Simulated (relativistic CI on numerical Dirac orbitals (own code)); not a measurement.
**How the errors of a small relativistic CI change along the 9-electron sequence**

Levels calculated with a relativistic CI code on KLI orbitals, against measured ones, in five cumulative steps: (1) Dirac-Coulomb, each configuration alone; (2) with Breit and QED terms; (3) with configuration mixing; (4) with scaled Slater integrals; (5) with a P86 correlation estimate. Each ion has its own short list of configurations; levels above 2,000 cm⁻¹ that pair in every step are counted, and ions without enough such levels are left out. The scale is 0.85 up to charge 4 and 0.9 beyond; P86 is a density functional added for each configuration.

Median relative error (%):

| Ion | Ground | Levels | (1) | (2) | (3) | (4) | (5) |
| --- | --- | --- | --- | --- | --- | --- | --- |
| F | 2s2 2p5 | 5 | 11.7 | 11.7 | 11.6 | 9.9 | 4.5 |
| Ne⁺ | 2s2 2p5 | 10 | 4.4 | 4.5 | 4.5 | 3.8 | 1.2 |
| Mg³⁺ | 2s2 2p5 | 69 | 1.4 | 1.4 | 1.5 | 1.2 | 0.1 |
| Al⁴⁺ | 2s2 2p5 | 28 | 1.0 | 1.0 | 1.0 | 0.8 | 0.2 |
| Si⁵⁺ | 2s2 2p5 | 28 | 0.7 | 0.7 | 0.6 | 0.6 | 0.2 |
| P⁶⁺ | 2s2 2p5 | 11 | 0.6 | 0.6 | 0.6 | 0.4 | 0.2 |

Mean absolute error (cm⁻¹):

| Ion | (1) | (2) | (3) | (4) | (5) |
| --- | --- | --- | --- | --- | --- |
| F | 11942 | 11969 | 11867 | 10210 | 4615 |
| Ne⁺ | 10468 | 10532 | 10533 | 9345 | 3149 |
| Mg³⁺ | 8729 | 8901 | 9463 | 8891 | 2295 |
| Al⁴⁺ | 8033 | 8315 | 8667 | 7915 | 2402 |
| Si⁵⁺ | 7320 | 7702 | 7238 | 7436 | 2585 |
| P⁶⁺ | 6900 | 7359 | 6916 | 6631 | 2525 |

In step (3), fully ab initio, the relative error is 11.6 % for F and 0.6 % for P⁶⁺, while the absolute error goes from 11867 to 6916 cm⁻¹. Level energies grow with the charge (linearly within a shell, quadratically where n changes), mostly faster than the correlation that the model misses, so the relative error falls. The sets of levels differ from ion to ion, which blurs the trend. Mixing (step 3) lowers the mean absolute error for 3 of the 6 ions and scaling (step 4) for 5. The P86 step changes the mean absolute error by a factor of 0.5 for the first ion and 0.4 for the last.

Sources of the measured levels: F, NIST Handbook of Basic Atomic Spectroscopic Data (Sansonetti and Martin, J. Phys. Chem. Ref. Data 34, 1559 (2005)); Ne⁺, NIST Handbook of Basic Atomic Spectroscopic Data (Sansonetti and Martin, J. Phys. Chem. Ref. Data 34, 1559 (2005)); Mg³⁺, NIST levels in Kelleher and Podobedova, J. Phys. Chem. Ref. Data 37, 267 (2008); Al⁴⁺, NIST levels in Kelleher and Podobedova, J. Phys. Chem. Ref. Data 37, 709 (2008); Si⁵⁺, NIST levels in Kelleher and Podobedova, J. Phys. Chem. Ref. Data 37, 1285 (2008); P⁶⁺, Martin, Zalubas and Musgrove, J. Phys. Chem. Ref. Data 14, 751 (1985). Some J values or terms were assigned by a fit.
